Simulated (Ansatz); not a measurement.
Level of theory: frozen-core CCSD(T)/cc-pVTZ // B3LYP-D3(BJ)/def2-TZVP run with Ansatz (a quantum-chemistry and plane-wave program).

Ansatz 0.2 input:
```yaml
crystal:
  periodic: [false, false, false]
  atoms:
    - { symbol: C, position_ang: [-1.752174, 0.367861, 0.098384] }
    - { symbol: C, position_ang: [-0.596191, -0.53916, -0.112884] }
    - { symbol: F, position_ang: [-0.965875, -1.863959, -0.218181] }
    - { symbol: C, position_ang: [0.681362, -0.239671, -0.207162] }
    - { symbol: C, position_ang: [2.071855, -0.581025, -0.381116] }
    - { symbol: C, position_ang: [1.787114, 0.684995, -0.21748] }
    - { symbol: H, position_ang: [-2.291883, 0.11483, 1.015891] }
    - { symbol: H, position_ang: [-1.409444, 1.399612, 0.174944] }
    - { symbol: H, position_ang: [-2.464455, 0.301695, -0.729514] }
    - { symbol: H, position_ang: [2.81, -1.347019, -0.53604] }
    - { symbol: H, position_ang: [2.129686, 1.701841, -0.142532] }
basis:
  gaussian: { orbitals: cc-pVTZ }
correlation:
  method: ccsd_t
```

Output:

```
Functional definition: HF
1443 factors; integrals over basis functions are off by at most 1.0e-3 eV
mean field evaluation 1: about -7932.7491 eV, gradient 3.5e1 eV
mean field evaluation 2: about -7933.1459 eV, gradient 3.5e1 eV
mean field evaluation 4: about -7936.4168 eV, gradient 4.1e0 eV
mean field evaluation 8: about -7936.4653 eV, gradient 2.4e-1 eV
mean field evaluation 16: about -7932.7467 eV, gradient 3.5e1 eV
mean field -7936.46555219 eV, -291.6597295135 hartree, gradient 1.3e-6 eV, S^2 0.000000; 0 other end points of the search recorded, 0 dependent functions left out
6 core orbitals not correlated
reference -7936.46555219 eV, -291.6597295135 hartree; 16, 16 occupied and 228, 228 virtual orbitals, 1443 factors
second order -28.25973880 eV of doubles, -0.00000000 eV of singles
cycle   1  -28.20088056 eV  change    5.9e-2 eV  update   1.1e-1
cycle   2  -28.88581501 eV  change   -6.8e-1 eV  update   3.6e-2
cycle   3  -29.04426232 eV  change   -1.6e-1 eV  update   1.8e-2
cycle   4  -29.03379000 eV  change    1.0e-2 eV  update   5.1e-3
cycle   5  -29.03344887 eV  change    3.4e-4 eV  update   2.6e-3
cycle   6  -29.03535445 eV  change   -1.9e-3 eV  update   7.5e-4
cycle   7  -29.03504882 eV  change    3.1e-4 eV  update   3.5e-4
cycle   8  -29.03485680 eV  change    1.9e-4 eV  update   1.0e-4
cycle   9  -29.03487460 eV  change   -1.8e-5 eV  update   4.3e-5
cycle  10  -29.03489975 eV  change   -2.5e-5 eV  update   1.4e-5
perturbative correction -1.32011310 eV, -0.0485132618 hartree
Total energy: -7966.82056505 eV, -292.7752556605 hartree
```

Cost: roughly 8 core-minutes.
